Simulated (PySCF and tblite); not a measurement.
C8H10O2S, numbered as in [CH3:1][CH2:2][S:3](=[O:4])(=[O:5])[c:6]1[cH:7][cH:8][cH:9][cH:10][cH:11]1. Search: ETKDG and KDG, MMFF94s, GFN2-xTB, 90 starts; geometries at GFN2-xTB. Weights use B3LYP-D3(BJ)/def2-SVP (IEF-PCM, water) energies plus GFN2-xTB zero-point and thermal terms (modes under about 100 cm⁻¹ blended into free rotors). Symmetry numbers and mirror images are counted. Conformers within 3 kcal/mol (GFN2-xTB free energy) were kept, 8 at most. GIAO shieldings: WP04/pcSseg-1 (IEF-PCM, water). Shifts are against TMS (¹H), TMS (¹³C) at the same level. Programs: PySCF with density fitting and tblite.

Torsions listed: C1–C2–S3–O4, O4–S3–C6–C7. Of a mirror pair one member is shown.

Two conformers hold nearly all the population. I: 53°, 167°; δ(H1) = 1.10 ppm. II: -65°, -26°; δ(H1) = 1.68 ppm. The average over the ensemble at 298.15 K is 1.41 ppm.

Q: What populations and free-energy difference follow from a two-state model?

A: p(I) = (1.41 − 1.68)/(1.10 − 1.68) = 0.47, so K = p(II)/p(I) = 1.15 and G(II) − G(I) = −RT ln K = -0.08 kcal/mol. One of the two counts twice, as a mirror pair, which this difference holds. The weights computed directly are 46.1 % and 53.9 %.


Conformer gaps in def2-SVP on xTB geometries can be 2 kcal/mol too large for S=O, P=O and other polar bonds.